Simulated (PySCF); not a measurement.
Task: Write Cartesian coordinates for `NC(=S)CCC(F)(F)F` as optimised with GFN2-xTB.

Result: 
```xyz
15
C4H6F3NS angstrom
N     -1.830    0.931   -0.005
C     -1.217    0.050   -0.805
S     -1.318    0.142   -2.436
C     -0.420   -1.041   -0.138
C      1.079   -0.714   -0.154
C      1.404    0.494    0.702
F      1.000    1.653    0.161
F      2.720    0.614    0.921
F      0.820    0.434    1.915
H     -2.300    1.716   -0.427
H     -1.678    0.943    0.991
H     -0.758   -1.193    0.889
H     -0.566   -1.966   -0.698
H      1.655   -1.555    0.237
H      1.406   -0.500   -1.174
```

Any rigid rotation of these coordinates is as good. Atoms count from 1 in this order. Of the pairs four or more bonds apart, C2···F7 is among the closest relative to their van der Waals radii: 2.90 Å, 92 % of the sum of Bondi's values. N1 (nitrogen bound to a thiocarbonyl carbon) is almost planar (angles 122.0°, 118.4° and 118.4°, sum 358.8°, 0.07 Å off the plane of its three neighbours). The 3 C–C bonds span 1.507 Å (C2–C4, drawn single) to 1.534 Å (C4–C5, drawn single), a spread of 0.027 Å.

Bonds between heavy atoms (Å): N1–C2 1.339, C2=S3 1.637, C2–C4 1.507, C4–C5 1.534, C5–C6 1.516, C6–F7 1.341, C6–F8 1.339, C6–F9 1.348.

Computed geometry: GFN2-xTB, gas phase.

Point group: C1 (no symmetry element, even within 0.4 Å). Not checked by GFN2-xTB frequencies. The numbers are those of one conformer (H–N1–C2–S3 -5° and -172°, N1–C2–C4–C5 -100°, C2–C4–C5–C6 66°).
